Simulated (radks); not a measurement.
Calculated with a radial shooting solver on a logarithmic mesh with Libxc functionals: non-relativistic Kohn-Sham, PBE, spin-unpolarised, spherical densities, point nucleus. Response by self-consistent Sternheimer equations with the Hartree and adiabatic LDA kernel. For heavy and open-shell atoms this level of theory can miss by tens of per cent. Rank Sr+, Zn, Co+, Ca3+, Ni, K, Sn, V2+, Nb2+, S3+ (NIST ground configurations) by static dipole polarisability, largest first.

Answer. K 284.9, Sr+ 89.70, Sn 66.68, Ni 48.05, Zn 40.44, Nb2+ 11.52, Co+ 10.60, V2+ 5.323, S3+ 5.282, Ca3+ 2.540 bohr^3.
